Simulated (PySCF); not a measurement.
# Dipole response of Cu (copper, neutral)

[Ar] 3d10 4s1, 2S determinant. All numbers are calculated (PySCF 2.14, scalar relativity by spin-free X2C-1e, in x2c-TZVPPall with one added diffuse shell each of s, p, d, f type (7s6p5d3f1g, 80 functions)). Coupled (time-dependent) response in atomic units; α is the mean over directions.

```csv
method,mean α (bohr³),C₆ (like pair),S(−4)
UHF,70.98,497.0,5053
PBE,40.34,249.9,1313
PBE0,44.38,278.7,1681
revPBE,41.43,259.0,1388
```

S(−4) is the Cauchy moment in α(ω) = α(0) + S(−4) ω² + …

Reference α: 46.5 ± 0.5 bohr³ (recommended; Schwerdtfeger and Nagle, table of static dipole polarizabilities (2023 update)). Published C₆: 253.0 (Chu and Dalgarno (2004); Tang, Norbeck and Certain (1976)).

Hartree-Fock lies above the reference because it lacks correlation, which contracts the outer shell.

α(iu) at PBE:

```json
{"u (hartree)": "0", "α(iu) (bohr³)": "40.34"}
{"u (hartree)": "0.0500", "α(iu) (bohr³)": "37.35"}
{"u (hartree)": "0.100", "α(iu) (bohr³)": "30.82"}
{"u (hartree)": "0.200", "α(iu) (bohr³)": "19.21"}
{"u (hartree)": "0.300", "α(iu) (bohr³)": "12.78"}
{"u (hartree)": "0.500", "α(iu) (bohr³)": "7.304"}
{"u (hartree)": "0.750", "α(iu) (bohr³)": "4.724"}
{"u (hartree)": "1.00", "α(iu) (bohr³)": "3.460"}
{"u (hartree)": "1.50", "α(iu) (bohr³)": "2.164"}
{"u (hartree)": "2.00", "α(iu) (bohr³)": "1.508"}
{"u (hartree)": "3.00", "α(iu) (bohr³)": "0.8795"}
{"u (hartree)": "5.00", "α(iu) (bohr³)": "0.4259"}
```
